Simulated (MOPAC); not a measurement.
Job for MOPAC: PM6 on SiN-, 2S+1 = 1, a point of a bond scan (R = 1.675 Å). Charge -1.

```
PM6 1SCF PRECISE CHARGE=-1 THREADS=1
NSi

N      0.00000000 1     0.00000000 1     0.00000000 1
Si     0.00000000 1     0.00000000 1     1.67504800 1
```

Program output:

```
*******************************************************************************
 **                                                                           **
 **                              MOPAC v23.2.5                                **
 **                                                                           **
 *******************************************************************************
 ** MOPAC's Digital Object Identifier: https://doi.org/10.5281/zenodo.6511958 **
 **                                                                           **
 ** Please cite the open-source release paper for use of this MOPAC version:  **
 ** J. E. Moussa and J. J. P. Stewart (2026)                                  **
 ** MOPAC: An open-source semiempirical molecular orbital program             **
 ** J. Open Source Softw., 11(119), 8025, https://doi.org/10.21105/joss.08025 **
 *******************************************************************************

                              PM6 CALCULATION RESULTS

 *******************************************************************************
 *  PM6        - The PM6 Hamiltonian to be used
 *
 *
 *
 *                 CHARGE ON SYSTEM = -1
 *
 *
 *
 *  PRECISE    - TIGHTER CRITERIA TO BE USED
 *  1SCF       - DO 1 SCF AND THEN STOP
 *  THREADS=1  - MULTI-THREADING NOT USED
 *  T=         - A TIME OF 172800.0 SECONDS REQUESTED
 *  DUMP=N     - RESTART FILE WRITTEN EVERY 7200.0 SECONDS REQUESTED
 *******************************************************************************
PM6 1SCF PRECISE CHARGE=-1 THREADS=1
 NSi

   ATOM   CHEMICAL          X               Y               Z
  NUMBER   SYMBOL      (ANGSTROMS)     (ANGSTROMS)     (ANGSTROMS)

     1       N          0.00000000  *   0.00000000  *   0.00000000  *
     2      Si          0.00000000  *   0.00000000  *   1.67504800  *



          CARTESIAN COORDINATES

    NO.       ATOM           X           Y           Z

     1         N          0.0000      0.0000      0.0000
     2        Si          0.0000      0.0000      1.6750

 General Reference for PM6:
 "Optimization of Parameters for Semiempirical Methods V: Modification of NDDO Approximations
 and Application to 70 Elements", J. J. P. Stewart, J. Mol. Mod., 13, 1173-1213 (2007)
 URL: https://link.springer.com/article/10.1007/s00894-007-0233-4

           Empirical Formula: N Si  =     2 atoms



      MOLECULAR POINT GROUP   :   C*v


      RHF CALCULATION, NO. OF DOUBLY OCCUPIED LEVELS = 5


 -------------------------------------------------------------------------------
 PM6 1SCF PRECISE CHARGE=-1 THREADS=1
 NSi



     1SCF WAS SPECIFIED, SO BFGS WAS NOT USED
     SCF FIELD WAS ACHIEVED


                              PM6 CALCULATION
                                                       MOPAC v23.2.5 Linux




          FINAL HEAT OF FORMATION =         91.90592 KCAL/MOL =     384.53438 KJ/MOL


          COSMO AREA              =         84.33 SQUARE ANGSTROMS
          COSMO VOLUME            =         70.95 CUBIC ANGSTROMS

          IONIZATION POTENTIAL    =          2.899279 EV
          HOMO LUMO ENERGIES (EV) =         -2.899  3.889
          NO. OF FILLED LEVELS    =          5
          MOLECULAR WEIGHT        =         42.0922         POINT GROUP:  C*v

          MOLECULAR DIMENSIONS (Angstroms)

            Atom       Atom       Distance
           Si     2    N     1     1.67505
           Si     2    N     1     0.00000
            N     1   Si     2     0.00000


          SCF CALCULATIONS        =          1





   ATOM   CHEMICAL          X               Y               Z
  NUMBER   SYMBOL      (ANGSTROMS)     (ANGSTROMS)     (ANGSTROMS)

     1       N          0.00000000  *   0.00000000  *   0.00000000  *
     2      Si          0.00000000  *   0.00000000  *   1.67504800  *

                             CARTESIAN COORDINATES

   1    N        0.000000000     0.000000000     0.000000000
   2   Si        0.000000000     0.000000000     1.675048000


           Empirical Formula: N Si  =     2 atoms



      MOLECULAR POINT GROUP   :   C*v


                  EIGENVALUES
 -18.98121  -8.23792  -4.20673  -4.20673  -2.89928   3.88943   3.88943   4.49973
   7.42309   7.42309   8.80793   8.80793  10.59736


              NET ATOMIC CHARGES AND DIPOLE CONTRIBUTIONS

  ATOM NO.   TYPE          CHARGE      No. of ELECS.   s-Pop       p-Pop       d-Pop
    1          N          -0.500399        5.5004     1.84308     3.65732
    2         Si          -0.499601        4.4996     1.86627     2.33590     0.29743
 DIPOLE           X         Y         Z       TOTAL
 POINT-CHG.     0.000     0.000     1.349     1.349
 HYBRID         0.000     0.000     1.788     1.788
 SUM            0.000     0.000     3.137     3.137


          ATOMIC ORBITAL ELECTRON POPULATIONS

     Atom    s        px        py        pz      x^2-y^2     xz        z^2       yz        xy
    1  N   1.84308   1.13122   1.13122   1.39488
    2 Si   1.86627   0.78078   0.78078   0.77435   0.00000   0.08801   0.12142   0.08801   0.00000

 **********************
 *                    *
 * JOB ENDED NORMALLY *
 *                    *
 **********************




 == MOPAC DONE ==
```

The run finished.

Cost: very roughly 0.020 core-seconds.
